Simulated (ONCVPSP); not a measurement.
## Ru (Z = 44): excitation energies, all-electron against ONCV

| Quantity | Value |
| --- | --- |
| Element | Ru |
| Generator | ONCVPSP 4.0.1 |
| Type | optimised norm-conserving Vanderbilt (ONCV) |
| Functional | PBE |
| Relativity | scalar-relativistic |
| Frozen core | [Kr] |
| Valence charge | 8 |
| Reference configuration | 4d7 5s1 |
| Partial waves | 5s: rc 2.80 bohr, ncon 4, nbas 7, qcut 2.1 1/bohr, 3 projectors, debl 2.4 Ha; p scattering state at 0.33 Ha: rc 2.35 bohr, ncon 5, nbas 8, qcut 3.4 1/bohr, 2 projectors, debl 0.6 Ha; 4d: rc 1.35 bohr, ncon 3, nbas 7, qcut 6.7 1/bohr, 2 projectors, debl 0.3 Ha |
| Local potential | polynomial inside 0.90 bohr (lpopt 5, dvloc0 2 Ha) |
| Core correction | Teter function, fcfact 3.5, rcfact 1.05 |

Energies are relative to the spin-unpolarised reference configuration 4d7 5s1; without spin polarisation the order of configurations can differ from experiment.

Problem. Give the all-electron excitation energy and the error of the potential for: 4d7 5s0; 4d6 5s0; 4d5 5s0; 4d6 5s2.

Solution.

```tsv
valence configuration	charge	ΔE all-electron (eV)	error AE − PS (meV)
4d7 5s0	+1	7.292	+9.2
4d6 5s0	+2	25.479	+39
4d5 5s0	+3	56.102	-54
4d6 5s2	0	1.700	-46
```

Levels in the configuration 4d6 5s2:

```csv
level,all-electron (eV),pseudo (eV)
4d,-7.670,-7.761
5s,-5.188,-5.173
```

Note: ghosts flagged at negative energy: s at -117.7 eV, p at -653.2 eV, p at -37.6 eV; GHOST(+) flagged for s at 214.6 eV, p at 295.9 eV. A true bound ghost makes a file unfit for plane-wave use.
